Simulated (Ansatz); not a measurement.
Reaction (ligand exchange at the Si–C bond): `F[SiH2]C1C[SiH2]1` + `BCS` → `BCS[SiH2]F` + `C1C[SiH2]1`

Gas-phase electronic energies from Ansatz, PBE0-D4/def2-TZVP geometries. CCSD(T)/CBS is the MP2 limit (def2-TZVPP, def2-QZVPP) plus CCSD(T) − MP2 in def2-TZVPP, frozen cores. Functionals use def2-TZVPP. Each species was taken in one conformer, which may not be the lowest.

(1) Is it downhill or uphill in electronic energy at CCSD(T)/CBS, and by how much? (An estimate is asked.)

(2) What do these levels give: PBE-D4, r2SCAN-D4, PBE, SCS-MP2/def2-TZVPP, CCSD/def2-TZVPP, CCSD/CBS(def2)? (An estimate is asked.)

Largest T1 diagnostic among the species: 0.011.

Results:

(1) The calculation gave: Downhill: ΔE = -0.46 eV.

(2) The calculation gave: PBE-D4 -0.52, r2SCAN-D4 -0.51, PBE -0.53, SCS-MP2/def2-TZVPP -0.45, CCSD/def2-TZVPP -0.44, CCSD/CBS(def2) -0.45 eV.
